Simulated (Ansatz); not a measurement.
Two isomers of CH3Cl3Ge: A = `Cl[CH2][GeH]([Cl])[Cl]`, B = `[CH3][Ge]([Cl])([Cl])[Cl]`.

Calculated with Ansatz (gas phase, PBE0-D4/def2-TZVP geometries, no zero-point term in ΔE). CBS: MP2 limit from def2 TZ/QZ plus the TZ coupled-cluster correction, frozen cores. DFT in def2-TZVPP. For Ge outer-core shells are correlated without core-valence functions, which leaves a few kJ/mol of doubt a bond. Scalar relativity is left out up to krypton. One conformer a species, not always the lowest.

A:

Z-matrix (Å, degrees):
```
C
Ge 1 1.956
Cl 1 1.767 2 111.9
H 1 1.090 2 109.3 3 -120.3
H 1 1.090 2 109.2 3 120.3
Cl 2 2.137 1 108.7 3 -59.2
Cl 2 2.137 1 108.7 3 58.8
H 2 1.533 1 114.0 3 179.8
```

B:

Z-matrix (Å, degrees):
```
C
Ge 1 1.926
H 1 1.090 2 109.0
H 1 1.090 2 109.0 3 -120.0
H 1 1.090 2 108.9 3 120.0
Cl 2 2.135 1 111.4 3 59.8
Cl 2 2.135 1 111.3 3 179.8
Cl 2 2.136 1 111.3 3 -60.2
```

(1) Which is lower in electronic energy at CCSD(T)/CBS, and by how much? (Best estimate.)

(2) Give E(B) − E(A) in kcal/mol with PBE-D4, r2SCAN-D4, CCSD(T)/def2-SVP, ωB97M-V, BLYP-D4, HF/def2-TZVPP, PBE0-D4. (Estimate.)

(3) Does the order hold for the free energy at 298.15 K (harmonic terms from PBE0-D4)? (Estimate.)

Largest T1 diagnostic: 0.009.

Results:

(1) Computed: B, by 39.1 kcal/mol.

(2) The calculation gave: PBE-D4 -38.4, r2SCAN-D4 -40.5, CCSD(T)/def2-SVP -39.5, ωB97M-V -39.6, BLYP-D4 -38.6, HF/def2-TZVPP -41.3, PBE0-D4 -39.4. None reverses the order clearly.

(3) The calculation gave: Yes: G(B) − G(A) = -37.0 kcal/mol, for one conformer each. Modes under 60 cm⁻¹, often nearly free rotors, make the harmonic entropy too high.

From PBE to PBE0 (25 % exact exchange), in def2-TZVPP and without D4, E(B) − E(A) moves by −1.0 kcal/mol. Leaving LDA and LC-ωPBE aside and taking each functional with its dispersion term where it has one, the values, not all of them listed here, spread over 2.7 kcal/mol, from r2SCAN0-D4 to revPBE-D4. LDA lies +0.8 kcal/mol from PBE without D4.
